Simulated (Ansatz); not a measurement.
Reaction (atomization): `ClC[CH2][GeH3]` → 2 C• + Cl• + Ge• + 7 H•

Program: Ansatz. Geometries: PBE0-D4/def2-TZVP. ΔE: electronic, gas phase. CBS: MP2 limit from def2 TZ/QZ plus the TZ coupled-cluster correction, frozen cores. This one scheme is used for every species, atoms too. For atomizations the MP2-based limit and the directly extrapolated one differ by several kJ/mol either way, and by 10 to 25 for some Ge, Se and Sn compounds, so smaller differences from it don't rank the levels. Functionals use def2-TZVPP. Open shells (•) are unrestricted, without spin–orbit coupling. Spin–orbit coupling would lower the free atoms: a little for C, Cl; clearly for Ge. Bonds to Ge are less sure, by a few kJ/mol each and by 10 to 20 or more in all where they break to atoms, as the def2 sets lack core-valence functions. Scalar relativity is left out up to krypton. Each species was taken in one conformer, which may not be the lowest.

`ClC[CH2][GeH3]`:

```xyz
11

Cl    0.030    2.371   -0.063
C    -1.028    0.969    0.277
C    -0.238   -0.254    0.676
Ge    1.052   -0.870   -0.679
H    -1.707    1.292    1.067
H    -1.606    0.799   -0.632
H    -0.941   -1.073    0.859
H     0.297   -0.073    1.611
H     0.400   -0.777   -2.071
H     1.399   -2.341   -0.388
H     2.342   -0.042   -0.658
```

| level | ΔE (kcal/mol) | difference from CCSD(T)/CBS |
| --- | --- | --- |
| LDA (SPW92) | 986.2 | 114.0 |
| r2SCANh-D4 | 868.4 | -3.8 |
| r2SCAN0-D4 | 864.0 | -8.2 |
| BHLYP-D4 | 850.0 | -22.2 |
| ωB97X-V | 873.2 | 1.0 |
| B2PLYP | 858.0 | -14.2 |
| revPBE | 843.4 | -28.8 |
| r2SCAN | 870.3 | -1.9 |
| r2SCANh | 867.0 | -5.2 |
| BHLYP | 843.1 | -29.1 |
| HF/def2-SVP | 652.2 | -220.0 |
| HF/def2-TZVPP | 646.7 | -225.5 |
| MP2/def2-TZVPP | 857.6 | -14.6 |
| HF/def2-QZVPP | 647.0 | -225.2 |
| MP2/CBS(def2) | 875.5 | 3.3 |
| CCSD/CBS(def2) | 861.2 | -11.0 |
| CCSD(T)/CBS | 872.2 | 0 |

Largest T1 diagnostic among the species: 0.010.

At CCSD(T), def2-SVP lies −44.6 kcal/mol from the extrapolated value and def2-TZVPP −17.9 kcal/mol: correlation converges slowly with the basis, and small sets miss more of it in the bonded molecule than in its fragments. Leaving LDA and LC-ωPBE aside and taking each functional with its dispersion term where it has one, the values, not all of them listed here, spread over 27.6 kcal/mol, from BHLYP-D4 to PBE-D4. LDA lies +114.1 kcal/mol from PBE without D4, its usual overbinding. The D4 term adds +8.9 kcal/mol with B3LYP and +4.7 kcal/mol with PBE0; it sums over pairs of atoms, weighted by their polarisabilities, and B3LYP, whose exchange is more repulsive, gets the larger term.

B3LYP here is the variant with VWN-RPA as its local correlation; programs differ in this.
